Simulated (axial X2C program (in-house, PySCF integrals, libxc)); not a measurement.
## Potential curves of Sb₂, spin-free

Calculated with an axial X2C code built on PySCF integrals. Spin-free means the one-electron spin-free X2C Hamiltonian. Basis: Sb dyall-cv3z [11s12p8d4f1g] (cores contracted in-house); Gaussian nuclei, density fitting, unrestricted open shells. Masses: Sb 120.904 u.

State: M_S = 0, Λ = 0 (closed shell). Energies in cm⁻¹ from the fragments at the same level (Sb + Sb). Fits are polynomials in 1 − R0/R over 0.85 to 1.23 times the lowest point R0.

```csv
R (Å),CCSD(T),TPSS,PBE0
2.1532,,-12107,-10247
2.2523,-13600,-19331,-17176
2.3265,-17236,-22509,-20109
2.4007,-19389,-24250,-21589
2.4750,-20405,-24887,-21948
2.5616,-20513,-24581,-21303
2.6483,-19785,-23454,-19823
2.7596,-18042,-21197,-17096
2.8958,,-17699,-13008
3.0938,,-12037,-6476
```

Correlated methods: 10 electrons correlated (number of frozen shells: Sb 4 s, 3 p, 2 d), 318 virtual spin orbitals or spinors in MP2, 88 natural virtuals in coupled cluster.

One determinant describes the state; a PBE0 search over occupations chose it and may have missed a lower one. The closed shell is kept restricted, so the energy runs too high when the bond is stretched far. Dissociation energies refer to the lowest single-determinant-based atoms at the same level and basis. CCSD and (T) use frozen natural virtuals with an MP2 correction for the truncation; (T) itself is uncorrected, so its De runs slightly low. With the outer-core shells frozen, correlated bond lengths of heavy atoms tend to come out a few hundredths of an ångström too long. Coupled cluster ran on the points near the minimum only. MP2 and coupled cluster on one determinant become unreliable at the stretched end.

(1) Fit the CCSD(T) curve near its minimum: give the equilibrium distance, the harmonic wavenumber and the well depth.

(2) What are Re, ωe and De at the TPSS level?

(3) What are Re, ωe and De at the PBE0 level?

## Answers

(1) At CCSD(T), spin-free: Re = 2.527 Å, ωe ≈ 267 cm⁻¹, De = 2.55 eV to Sb + Sb; Be follows as 0.0437 cm⁻¹.

(2) At TPSS, spin-free: Re = 2.491 Å, ωe ≈ 282 cm⁻¹, De = 3.09 eV to Sb + Sb; Be follows as 0.0449 cm⁻¹.

(3) At PBE0, spin-free: Re = 2.466 Å, ωe ≈ 298 cm⁻¹, De = 2.72 eV to Sb + Sb; Be follows as 0.0459 cm⁻¹.
